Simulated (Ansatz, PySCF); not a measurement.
Reaction R1 → 3 P1, each structure at its B3LYP-D3(BJ)/def2-TZVP stationary point, reached from a drawn start (curvature not checked).
R1, O3 (SMILES O=[O+][O-]) (charge 0, multiplicity 1):
```json
[
 {"atom": "O", "x (Å)": "0.0000", "y (Å)": "1.0761", "z (Å)": "-0.2143"},
 {"atom": "O", "x (Å)": "0.0000", "y (Å)": "0.0000", "z (Å)": "0.4286"},
 {"atom": "O", "x (Å)": "0.0000", "y (Å)": "-1.0761", "z (Å)": "-0.2143"}
]
```
P1: O atom, charge 0, multiplicity 3.

P less R. No zero-point or thermal terms; singlets are restricted closed shells; open shells are unrestricted; no spin–orbit coupling.

Programs: Ansatz (a quantum-chemistry and plane-wave program) with Gaussian orbitals; PySCF for M06-2X. No computed number here is a measurement.

Task: One of these levels gives 151.69 kcal/mol for the reaction energy. Name it.
A. BLYP/def2-TZVPP
B. r2SCAN/def2-TZVPP
C. M06-2X/def2-TZVPP
D. HF/cc-pVQZ

Result: B, r2SCAN/def2-TZVPP. The others give -54.47 (HF/cc-pVQZ), 169.05 (BLYP/def2-TZVPP), 130.72 (M06-2X/def2-TZVPP)
